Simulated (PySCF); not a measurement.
**Ba: excitation energy**

Ba [Xe] 6s2 (1S) → Ba [Xe] 5d2 (3F), as a difference of total energies. Calculation: PySCF 2.14, in def2-TZVPPD with the def2 core potential (46 electrons) (6s4p3d1f, 40 functions); scalar relativity through the core potential. Correlated levels: valence and next inner shell: nothing frozen outside the core potential. The calculations carry no spin-orbit coupling.

```csv
method,excitation energy (eV)
UHF,2.434
MP2 (valence and next inner shell),3.062
SCS-MP2 (valence and next inner shell),3.100
CCSD (valence and next inner shell),2.980
CCSD(T) (valence and next inner shell),3.027
```

Problem. How much does correlation contribute at CCSD(T) (valence and next inner shell)?

Solution. 3.027 − (2.434) = 0.593 eV, measured against UHF.
